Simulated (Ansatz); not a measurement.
Stepwise substitution at one centre (Al OH-NH2). All species are isolated molecules in the gas phase. One relaxed conformer stands for each flexible species; it need not be the lowest. Strings in code marks are SMILES.

Quantity: redistribution energy (mixed species minus the weighted end members), in kcal/mol.

Case: 1 of 3 OH replaced by NH2: `[NH2][Al]([OH])[OH]` (O–Al–O–H torsion 0°, O–Al–O–H torsion -180°). The other species in the difference include `[OH][Al]([OH])[OH]` (neutral, multiplicity 1). Geometry of `[Al]([OH])([NH2])[OH]` (neutral, multiplicity 1, Å):

```xyz
8

N     -1.3023    -0.6659     0.1403
Al     0.3016     0.0543     0.2709
O      1.6387    -0.9558     0.0121
O      0.5707     1.6908     0.6388
H     -2.1769    -0.1850     0.2685
H     -1.4613    -1.6366    -0.0778
H      2.5420    -0.6423     0.0647
H     -0.1124     2.3406     0.8016
```

Q: Estimate the redistribution energy (mixed species minus the weighted end members) that HF/cc-pVTZ // B3LYP-D3(BJ)/def2-TZVP (Ansatz, a quantum-chemistry and plane-wave program) returns for this input.

A: -0.51 kcal/mol.
